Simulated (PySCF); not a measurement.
I2, charge -1, multiplicity 2. Atoms are numbered in the order given.

```xyz
2

I      0.0000     0.0000    -1.6582
I      0.0000     0.0000     1.6582
```
Charge -1, spin multiplicity 2.

Geometry: B3LYP-D3(BJ)/def2-TZVPD. The def2 effective core potentials stand for the cores of I; spin–orbit coupling is left out.

These are B3LYP-D3(BJ)/def2-TZVPD run with PySCF values and carry that method's errors.

Frequencies are harmonic and unscaled.

Computed normal modes with their intensities:
```
mode  ν (cm⁻¹)  IR (km/mol)  moving atoms (share of kinetic energy)
----  --------  -----------  --------------------------------------
1           92          0.0                                 I 100 %
```
